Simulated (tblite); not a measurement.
Compound: C₆H₇FS.
Bonds: F1–C2, C2–C3, C3–C4, C4–C5 (aromatic), C5–C6 (aromatic), C6–C7 (aromatic), C7–S8 (aromatic), C4–S8 (aromatic). Hydrogens: H9, H10 on C2; H11, H12 on C3; H13 on C5; H14 on C6; H15 on C7.

Computed with GFN2-xTB (tblite), gas phase: L-BFGS steps from a force-field or distance-geometry start until the largest atomic force falls under 0.01 eV/Å.

Step 34: E = -663.2840 eV
```
atom  x, y, z in Å  |  force x, y, z in eV/Å
F1     -1.9292    0.8518    1.4327    0.008   0.011  -0.030
C2     -2.1380    0.6849    0.0863   -0.020   0.007  -0.001
C3     -1.3558   -0.5234   -0.4320   -0.040   0.003   0.011
C4      0.1163   -0.3226   -0.3032   -0.017  -0.010   0.007
C5      0.9121   -0.5999    0.7633    0.007   0.024  -0.003
C6      2.2593   -0.2215    0.5607    0.020  -0.006  -0.012
C7      2.4695    0.3356   -0.6571   -0.011   0.029   0.017
S8      1.0228    0.4123   -1.5866    0.036   0.027   0.020
H9     -3.2154    0.5372   -0.0451    0.007   0.019  -0.009
H10    -1.8200    1.6098   -0.4075    0.014  -0.018   0.045
H11    -1.6549   -1.4007    0.1450    0.006  -0.024   0.001
H12    -1.6348   -0.6700   -1.4764    0.028  -0.030  -0.003
H13     0.5512   -1.0480    1.6720   -0.012   0.000  -0.027
H14     3.0326   -0.3637    1.2945    0.003   0.011  -0.010
H15     3.3800    0.7263   -1.0685   -0.029  -0.045  -0.005
```

Step 35: E = -663.2844 eV
```
atom  x, y, z in Å  |  force x, y, z in eV/Å
F1     -1.9352    0.8480    1.4329    0.014   0.012   0.001
C2     -2.1361    0.6857    0.0854   -0.015   0.004   0.004
C3     -1.3573   -0.5246   -0.4306   -0.007  -0.011   0.004
C4      0.1154   -0.3268   -0.3018    0.002   0.012  -0.012
C5      0.9132   -0.6015    0.7637   -0.012   0.015  -0.005
C6      2.2593   -0.2208    0.5599    0.018  -0.004   0.003
C7      2.4675    0.3373   -0.6574   -0.012   0.023   0.015
S8      1.0213    0.4096   -1.5860   -0.002   0.027   0.008
H9     -3.2128    0.5441   -0.0527   -0.016   0.019  -0.018
H10    -1.8089    1.6097   -0.4025    0.013   0.001   0.026
H11    -1.6579   -1.4006    0.1469   -0.002  -0.033   0.008
H12    -1.6345   -0.6722   -1.4751    0.020  -0.030  -0.010
H13     0.5532   -1.0504    1.6722   -0.009  -0.002  -0.017
H14     3.0329   -0.3600    1.2932    0.014   0.007   0.001
H15     3.3757    0.7304   -1.0699   -0.007  -0.039  -0.010
```

Step 36: E = -663.2847 eV
```
atom  x, y, z in Å  |  force x, y, z in eV/Å
F1     -1.9393    0.8454    1.4332    0.012   0.009   0.016
C2     -2.1349    0.6865    0.0848   -0.007  -0.001   0.005
C3     -1.3585   -0.5259   -0.4296    0.014  -0.020  -0.001
C4      0.1148   -0.3297   -0.3011    0.009   0.024  -0.017
C5      0.9138   -0.6024    0.7639   -0.018   0.007  -0.005
C6      2.2595   -0.2204    0.5593    0.008   0.000   0.013
C7      2.4657    0.3390   -0.6574   -0.009   0.015   0.012
S8      1.0201    0.4080   -1.5857   -0.026   0.027   0.001
H9     -3.2111    0.5497   -0.0590   -0.024   0.018  -0.017
H10    -1.8007    1.6100   -0.3983    0.012   0.009   0.012
H11    -1.6600   -1.4012    0.1485   -0.004  -0.028   0.008
H12    -1.6343   -0.6745   -1.4742    0.015  -0.029  -0.010
H13     0.5546   -1.0521    1.6721   -0.009  -0.003  -0.009
H14     3.0335   -0.3572    1.2924    0.018   0.002   0.007
H15     3.3725    0.7329   -1.0709    0.012  -0.032  -0.014
```

Step 37: E = -663.2850 eV
```
atom  x, y, z in Å  |  force x, y, z in eV/Å
F1     -1.9439    0.8425    1.4339    0.005   0.002   0.025
C2     -2.1337    0.6872    0.0843    0.007  -0.008   0.005
C3     -1.3595   -0.5276   -0.4284    0.027  -0.023  -0.005
C4      0.1143   -0.3324   -0.3011    0.009   0.030  -0.013
C5      0.9143   -0.6033    0.7636   -0.017  -0.001  -0.003
C6      2.2597   -0.2200    0.5589   -0.008   0.007   0.018
C7      2.4637    0.3413   -0.6571   -0.005   0.005   0.005
S8      1.0187    0.4071   -1.5856   -0.043   0.028  -0.004
H9     -3.2096    0.5564   -0.0663   -0.024   0.018  -0.013
H10    -1.7911    1.6104   -0.3930    0.008   0.013  -0.004
H11    -1.6620   -1.4021    0.1510   -0.003  -0.017   0.005
H12    -1.6342   -0.6783   -1.4732    0.008  -0.024  -0.006
H13     0.5556   -1.0541    1.6713   -0.009  -0.005  -0.001
H14     3.0342   -0.3541    1.2918    0.018  -0.002   0.009
H15     3.3693    0.7349   -1.0721    0.028  -0.022  -0.017
```

Q: Estimate the geometry and energy of step 38. (The exact step hangs on the optimiser's Hessian estimate; all steps are aligned on step 37, rigid shifts and turns removed.)

A: E = -663.2853 eV, largest force 0.052 eV/Å
```
atom  x, y, z in Å  |  force x, y, z in eV/Å
F1     -1.9482    0.8399    1.4348   -0.002  -0.009   0.023
C2     -2.1327    0.6877    0.0840    0.018  -0.012   0.002
C3     -1.3602   -0.5296   -0.4274    0.026  -0.018  -0.005
C4      0.1139   -0.3336   -0.3019    0.002   0.027  -0.001
C5      0.9142   -0.6036    0.7628   -0.009  -0.006   0.000
C6      2.2597   -0.2195    0.5587   -0.021   0.016   0.017
C7      2.4621    0.3438   -0.6566    0.000  -0.006  -0.005
S8      1.0174    0.4076   -1.5858   -0.044   0.028  -0.003
H9     -3.2087    0.5628   -0.0727   -0.012   0.017  -0.008
H10    -1.7822    1.6108   -0.3877    0.001   0.010  -0.018
H11    -1.6632   -1.4030    0.1543    0.004  -0.004  -0.002
H12    -1.6340   -0.6835   -1.4722   -0.001  -0.016   0.004
H13     0.5551   -1.0559    1.6695   -0.008  -0.005   0.005
H14     3.0348   -0.3515    1.2915    0.011  -0.006   0.006
H15     3.3675    0.7355   -1.0733    0.034  -0.014  -0.016
```

The energy changes by -0.0003 eV. The first-order estimate −F·Δx gives -0.0005 eV and the mean of the old and new forces, exact on a quadratic surface, -0.0003 eV. The step makes an angle of 76° with the force vector and moves no atom by more than 0.010 Å.

What follows is the cost of the whole relaxation. Time: 0.9 s of wall time. Hardware: Intel Xeon Platinum 8259CL at 2.50 GHz, one thread (shared host).
